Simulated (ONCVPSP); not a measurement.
Transferability test, ONCV potential for nitrogen

```json
{"Element": "nitrogen", "Generator": "ONCVPSP 4.0.1", "Type": "optimised norm-conserving Vanderbilt (ONCV)", "Functional": "PW91", "Relativity": "scalar-relativistic", "Frozen core": "[He]", "Valence charge": "5", "Reference configuration": "2s2 2p3", "Partial waves": "2s: rc 0.90 bohr, ncon 4, nbas 7, qcut 7.8 1/bohr, 1 projector; 2p: rc 1.40 bohr, ncon 5, nbas 9, qcut 9.4 1/bohr, 2 projectors, debl 0.8 Ha", "Local potential": "polynomial inside 0.85 bohr (lpopt 2, dvloc0 1 Ha)", "Core correction": "none"}
```

Energies are relative to the spin-unpolarised reference configuration 2s2 2p3; without spin polarisation the order of configurations can differ from experiment.

| valence configuration | charge | ΔE all-electron (eV) | error AE − PS (meV) |
| --- | --- | --- | --- |
| 2s2 2p1 | +2 | 42.626 | +90 |
| 2s2 2p0 | +3 | 89.815 | +444 |
| 2s2 2p2.5 | +0.5 | 5.131 | +1.1 |

Task: What are ΔE and the potential's error for 2s2 2p2?

Result: ΔE = 13.672 eV all-electron; the error (AE − PS) is +8.7 meV.
